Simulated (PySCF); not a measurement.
C3H9O2 (SMILES CC(O)C[OH2+]), charge +1, singlet, geometry from GFN2-xTB; PBE/6-31G* in PySCF.

Input for PySCF:
```python
from pyscf import gto, scf, dft

mol = gto.M(
    atom='''
C     1.90256653    0.13273951    0.22931323
C     0.49582885    0.33006446   -0.30342228
O    -0.31372959    1.12733899    0.57664253
C    -0.28997026   -0.99773531   -0.37170092
O    -1.68739764   -0.60981735   -0.24032343
H     2.44780409    1.07243547    0.22405553
H     1.87290621   -0.24272709    1.24880984
H     2.43889837   -0.57506465   -0.39490858
H     0.52050449    0.79741032   -1.29492390
H    -0.08468147    2.06137258    0.51216333
H    -0.15407281   -1.50754515   -1.32500202
H     0.00636017   -1.65370747    0.44833871
H    -1.50165895    0.33613819    0.23410841
H    -2.18759284   -1.21889740    0.33166565
''',
    basis='6-31g*',
    charge=1,
    verbose=4,
)

mf = dft.RKS(mol)
mf.xc = 'pbe'
mf.kernel()
```

The log (banner, timings and long lists left out):

```
PySCF version 2.14.0

[INPUT] verbose = 4
[INPUT] num. atoms = 14
[INPUT] num. electrons = 42
[INPUT] charge = 1
[INPUT] spin (= nelec alpha-beta = 2S) = 0
[INPUT] symmetry False subgroup None
[INPUT] Mole.unit = angstrom
[INPUT] Symbol           X                Y                Z      unit          X                Y                Z       unit  Magmom
[...]
nuclear repulsion = 207.963591780014
number of shells = 48
number of NR pGTOs = 171
number of NR cGTOs = 88
basis = 6-31g*
ecp = {}

******** <class 'pyscf.dft.rks.RKS'> ********
method = RKS
initial guess = minao
damping factor = 0
level_shift factor = 0
DIIS = <class 'pyscf.scf.diis.CDIIS'>
diis_start_cycle = 1
diis_space = 8
diis_damp = 0
SCF conv_tol = 1e-09
SCF conv_tol_grad = None
SCF max_cycles = 50
direct_scf = True
direct_scf_tol = 1e-13
XC library pyscf.dft.libxc version 7.1.2
    S. Lehtola, C. Steigemann, M. J. T. Oliveira, and M. A. L. Marques,  SoftwareX 7, 1–5 (2018)
XC functionals = pbe
    J. P. Perdew, K. Burke, and M. Ernzerhof,  Phys. Rev. Lett. 77, 3865 (1996)
    J. P. Perdew, K. Burke, and M. Ernzerhof,  Phys. Rev. Lett. 78, 1396 (1997)
    J. P. Perdew, K. Burke, and M. Ernzerhof,  Phys. Rev. Lett. 77, 3865 (1996)
    J. P. Perdew, K. Burke, and M. Ernzerhof,  Phys. Rev. Lett. 78, 1396 (1997)
radial grids:
    Treutler-Ahlrichs [JCP 102, 346 (1995); DOI:10.1063/1.469408] (M4) radial grids

becke partition: Becke, JCP 88, 2547 (1988); DOI:10.1063/1.454033
pruning grids: <function nwchem_prune>
grids dens level: 3
symmetrized grids: False
atomic radii adjust function: <function treutler_atomic_radii_adjust>
small_rho_cutoff = 0
Set gradient conv threshold to 3.16228e-05
Initial guess from minao.
tot grids = 158792
init E= -270.177564140068
[...]
cycle= 1 E= -269.445007582706  delta_E= 0.733  |g|= 0.72  |ddm|= 3.13
[...]
cycle= 2 E= -269.285184872429  delta_E= 0.16  |g|= 1.16  |ddm|= 1.45
[...]
cycle= 3 E= -269.543414744822  delta_E= -0.258  |g|= 0.158  |ddm|= 1.01
[...]
cycle= 4 E= -269.548331817389  delta_E= -0.00492  |g|= 0.0512  |ddm|= 0.17
[...]
cycle= 5 E= -269.54885862571  delta_E= -0.000527  |g|= 0.0128  |ddm|= 0.043
[...]
cycle= 6 E= -269.548884898834  delta_E= -2.63e-05  |g|= 0.0064  |ddm|= 0.0138
[...]
cycle= 7 E= -269.548893156242  delta_E= -8.26e-06  |g|= 0.000744  |ddm|= 0.00468
[...]
cycle= 8 E= -269.548893280329  delta_E= -1.24e-07  |g|= 0.00022  |ddm|= 0.000946
[...]
cycle= 9 E= -269.548893291281  delta_E= -1.1e-08  |g|= 6.67e-05  |ddm|= 0.000237
[...]
cycle= 10 E= -269.548893292333  delta_E= -1.05e-09  |g|= 6.8e-06  |ddm|= 6.21e-05
[...]
cycle= 11 E= -269.548893292345  delta_E= -1.19e-11  |g|= 1.95e-06  |ddm|= 1.02e-05
[...]
Extra cycle  E= -269.548893292345  delta_E= 1.14e-13  |g|= 2.55e-06  |ddm|= 4.57e-06
converged SCF energy = -269.548893292345
```
